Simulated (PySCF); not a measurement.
## Radial density of Ga (gallium, neutral)

r2SCAN0, [Ar] 3d10 4s1 4p2, high-spin 4P determinant (an excited configuration). All numbers are calculated (PySCF 2.14, scalar relativity by spin-free X2C-1e, in x2c-QZVPPall (11s7p5d4f1g, 94 functions)).

```json
{"r (bohr)": "0.000815", "4πr²ρ (e/bohr)": "0.2609", "4πr²(ρα − ρβ)": "0.0001"}
{"r (bohr)": "0.00137", "4πr²ρ (e/bohr)": "0.6576", "4πr²(ρα − ρβ)": "0.0003"}
{"r (bohr)": "0.00231", "4πr²ρ (e/bohr)": "1.623", "4πr²(ρα − ρβ)": "0.0008"}
{"r (bohr)": "0.00388", "4πr²ρ (e/bohr)": "3.869", "4πr²(ρα − ρβ)": "0.0018"}
{"r (bohr)": "0.00652", "4πr²ρ (e/bohr)": "8.683", "4πr²(ρα − ρβ)": "0.0041"}
{"r (bohr)": "0.0110", "4πr²ρ (e/bohr)": "17.56", "4πr²(ρα − ρβ)": "0.0081"}
{"r (bohr)": "0.0185", "4πr²ρ (e/bohr)": "29.77", "4πr²(ρα − ρβ)": "0.0131"}
{"r (bohr)": "0.0310", "4πr²ρ (e/bohr)": "37.91", "4πr²(ρα − ρβ)": "0.0150"}
{"r (bohr)": "0.0522", "4πr²ρ (e/bohr)": "33.52", "4πr²(ρα − ρβ)": "0.0152"}
{"r (bohr)": "0.0878", "4πr²ρ (e/bohr)": "32.09", "4πr²(ρα − ρβ)": "0.0414"}
{"r (bohr)": "0.148", "4πr²ρ (e/bohr)": "43.83", "4πr²(ρα − ρβ)": "0.0577"}
{"r (bohr)": "0.249", "4πr²ρ (e/bohr)": "28.69", "4πr²(ρα − ρβ)": "-0.0414"}
{"r (bohr)": "0.418", "4πr²ρ (e/bohr)": "23.35", "4πr²(ρα − ρβ)": "0.0743"}
{"r (bohr)": "0.703", "4πr²ρ (e/bohr)": "22.66", "4πr²(ρα − ρβ)": "-0.0295"}
{"r (bohr)": "1.18", "4πr²ρ (e/bohr)": "6.178", "4πr²(ρα − ρβ)": "0.3431"}
{"r (bohr)": "1.99", "4πr²ρ (e/bohr)": "1.733", "4πr²(ρα − ρβ)": "1.2110"}
{"r (bohr)": "3.35", "4πr²ρ (e/bohr)": "0.7440", "4πr²(ρα − ρβ)": "0.7304"}
{"r (bohr)": "5.63", "4πr²ρ (e/bohr)": "0.08442", "4πr²(ρα − ρβ)": "0.0844"}
{"r (bohr)": "9.47", "4πr²ρ (e/bohr)": "0.002038", "4πr²(ρα − ρβ)": "0.0020"}
```

Densities and radii are taken from the X2C orbitals without a picture-change correction, which distorts them close to the nucleus.

Q: Where is the radial spin density 4πr²(ρα − ρβ) most negative, and why is it negative at all?

A: Around r = 0.249 bohr, down to -0.0414 e/bohr: exchange with the open shell polarises the paired shells in an unrestricted calculation.
